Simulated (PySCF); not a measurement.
C5H9OP.
Geometry (PBE0-D3(BJ)/def2-SVP, Å), atoms numbered from 1 in this order:
```xyz
16
C5H9OP angstrom
C     -1.1286    0.5405   -2.9611
C     -0.6683    0.4655   -1.7001
C     -0.7392    1.6397   -0.7709
P      0.0356   -1.1550   -1.2283
C      0.4870   -0.8728    0.3783
O      1.0737   -1.8232    1.1119
C      1.3114   -1.5208    2.4633
H     -1.5716    1.4627   -3.3517
H     -1.0776   -0.3149   -3.6422
H     -1.1996    2.5064   -1.2676
H      0.2640    1.9380   -0.4248
H     -1.3360    1.4061    0.1261
H      0.3343    0.0859    0.8961
H      1.8362   -2.3794    2.9008
H      1.9448   -0.6225    2.5696
H      0.3665   -1.3621    3.0118
```

Method used: core-valence-separated Tamm–Dancoff BHandHLYP/aug-pcX-1 (pcseg-1 on H, def2-SVPD on P) in PySCF, non-relativistic, gas phase, PBE0-D3(BJ)/def2-SVP geometry. Absolute energies from this functional tend to lie a few eV below measured edges; no shift was applied.

(1) List the carbon K-edge absorption lines.

(2) List the oxygen K-edge absorption lines.

Results:

(1) 
| E (eV) | f | core hole on | main final orbital | polarisation |
| --- | --- | --- | --- | --- |
| 282.33 | 0.0567 | C1 | LUMO (52 %) | normal to the local trigonal plane |
| 282.90 | 0.0599 | C2 | LUMO+4 (38 %) | normal to the local trigonal plane |
| 283.35 | 0.0703 | C5 | LUMO (82 %) | normal to the local trigonal plane |
| 285.10 | 0.0029 | C3 | LUMO (84 %) | – |
| 285.50 | 0.0070 | C2 | LUMO (67 %) | normal to the local trigonal plane |
| 285.62 | 0.0072 | C3 | LUMO+2 (65 %) | – |
| 285.82 | 0.0103 | C1 | LUMO+3 (55 %) | in the local trigonal plane |
| 286.09 | 0.0001 | C1 | LUMO+4 (53 %) | – |
| 286.25 | 0.0276 | C3 | LUMO+7 (30 %) | – |
| 286.29 | 0.0047 | C3 | LUMO+4 (71 %) | – |
| 286.30 | 0.0230 | C1 | spread | in the local trigonal plane |
| 286.42 | 0.0355 | C2 | spread | in the local trigonal plane |
| 286.71 | 0.0407 | C7 | spread | – |
| 286.73 | 0.0282 | C3 | LUMO+10 (49 %) | – |
| 286.85 | 0.0107 | C7 | LUMO (84 %) | – |
| 286.92 | 0.0016 | C2 | LUMO+2 (65 %) | in the local trigonal plane |
| 286.98 | 0.0024 | C1 | LUMO+2 (37 %) | in the local trigonal plane |
| 287.05 | 0.0047 | C3 | spread | – |
| 287.29 | 0.0044 | C7 | LUMO+1 (52 %) | – |
| 287.33 | 0.0037 | C2 | LUMO+3 (42 %) | in the local trigonal plane |
| 287.38 | 0.0101 | C1 | spread (2 roots, f summed) | normal to the local trigonal plane |
| 287.48 | 0.0031 | C3 | LUMO+1 (45 %) | – |

The first line with a tenth or more of the strongest one's intensity is at 282.33 eV (f = 0.057), with the hole on C1 (terminal =CH2 carbon), polarised normal to the local trigonal plane: a 1s→π* resonance. The strongest listed is at 283.35 eV (f = 0.070; C5, 1s→π*).

(2) 
| E (eV) | f | core hole on | main final orbital |
| --- | --- | --- | --- |
| 532.37 | 0.0147 | O6 | LUMO (90 %) |
| 534.33 | 0.0152 | O6 | LUMO+5 (37 %) |
| 534.83 | 0.0063 | O6 | LUMO+1 (75 %) |
| 535.66 | 0.0008 | O6 | LUMO+2 (47 %) |
| 535.98 | 0.0000 | O6 | LUMO+6 (52 %) |
| 536.33 | 0.0061 | O6 | LUMO+8 (36 %) |
| 536.39 | 0.0031 | O6 | LUMO+4 (45 %) |

The first line with a tenth or more of the strongest one's intensity is at 532.37 eV (f = 0.015), with the hole on O6 (ether oxygen). The strongest listed is at 534.33 eV (f = 0.015; O6).

Roots within 0.03 eV whose holes lie on the same, on equivalent or on shared atoms are summed into one line, and the highest roots are left out, as the search may have cut off their partners. Final orbitals are the ground state's empty Kohn–Sham orbitals. A dash: too weak, shared between unlike atoms, or no plane or axis to refer to.

Problem. What is the summed oscillator strength of the listed C K lines, and their intensity-weighted mean energy?

Solution. Σf = 0.415 over 22 lines from 282.33 to 287.48 eV; the weighted mean is 284.88 eV. The strongest line holds 17 % of the sum.

The ionisation thresholds weren't computed; near and above them a finite basis only mimics Rydberg series and continuum.

One conformer stands for the species.
